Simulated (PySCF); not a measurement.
# Bonding in `C[Si@@]1(P)C[C@H](OC=O)[SiH2]O1`

C4H11O3PSi2.
Numbering: `[CH3:1][Si@@:2]1([PH2:3])[CH2:4][C@H:5]([O:6][CH:7]=[O:8])[SiH2:9][O:10]1` (hydrogens: H11, H12, H13 on C1; H14, H15 on P3; H16, H17 on C4; H18 on C5; H19 on C7; H20, H21 on Si9)

Structure used (GFN2-xTB), in Å, numbered top down from 1:
```xyz
21
C4H11O3PSi2 angstrom
C     -2.1470    0.6076   -1.5811
Si    -1.3456   -0.1436   -0.0209
P     -2.6658   -1.3671    1.3185
C      0.2732   -1.0893   -0.4346
C      1.3488   -0.0262   -0.3265
O      2.6621   -0.6201   -0.2078
C      3.4718   -0.0100    0.5897
O      3.2248    0.9782    1.2419
Si     0.9196    1.1640    1.1260
O     -0.7232    1.0584    0.8835
H     -2.5728   -0.1668   -2.2111
H     -2.9472    1.2878   -1.3062
H     -1.4264    1.1664   -2.1704
H     -3.1865   -2.1247    0.2835
H     -3.7146   -0.4680    1.2673
H      0.2868   -1.5786   -1.4072
H      0.4538   -1.8566    0.3194
H      1.3758    0.5449   -1.2623
H      4.4563   -0.5005    0.6153
H      1.1838    2.5569    0.8223
H      1.0634    0.6044    2.4600
```

Bond orders from the PBE0/pcSseg-1 density (PySCF). The structure is a single GFN2-xTB conformer in the gas phase; no vibrational or solvent corrections.

(1) Where do the orders between heavy atoms depart from those drawn in the SMILES?

(2) Set the Mayer orders of the bonds beside their lengths.

## Answers

(1) The largest departure is 0.248, at O6–C7 (drawn single, 1.248). Drawn single, order above 1.12: O6–C7 (1.248). Drawn single, order below 0.88: Si2–C4 (0.855), C5–O6 (0.757), C5–Si9 (0.806) and Si9–O10 (0.853).

(2) 
```tsv
bond	drawn as	length (Å)	Mayer order
C1–Si2	single	1.908	0.935
Si2–P3	single	2.244	1.056
Si2–C4	single	1.920	0.855
C4–C5	single	1.516	1.030
C5–O6	single	1.446	0.757
O6–C7	single	1.290	1.248
C7–O8	double	1.210	1.761
C5–Si9	single	1.926	0.806
Si9–O10	single	1.664	0.853
O10–Si2	single	1.628	0.978
C1–H11	single	1.085	0.952
C1–H12	single	1.086	0.957
C1–H13	single	1.086	0.948
P3–H14	single	1.384	0.920
P3–H15	single	1.382	0.929
C4–H16	single	1.089	0.947
C4–H17	single	1.091	0.940
C5–H18	single	1.097	0.931
C7–H19	single	1.100	0.936
Si9–H20	single	1.450	0.945
Si9–H21	single	1.454	0.958
```

Bonds between the same two heavy elements. C–Si: lowest C5–Si9 (0.806, 1.926 Å), highest C1–Si2 (0.935, 1.908 Å). C–O: lowest C5–O6 (0.757, 1.446 Å), highest C7–O8 (1.761, 1.210 Å). O–Si: lowest Si9–O10 (0.853, 1.664 Å), highest O10–Si2 (0.978, 1.628 Å).

Q: Sum the orders of all bonds at each heavy atom with more than one neighbour and set the sums beside the valence in the SMILES.

A: C1 3.792 (drawn 4), Si2 3.824 (drawn 4), P3 2.905 (drawn 3), C4 3.772 (drawn 4), C5 3.524 (drawn 4), O6 2.005 (drawn 2), C7 3.945 (drawn 4), Si9 3.562 (drawn 4), O10 1.831 (drawn 2). Orders between atoms that aren't bonded are not in these sums.

Mayer orders depend on the basis set.
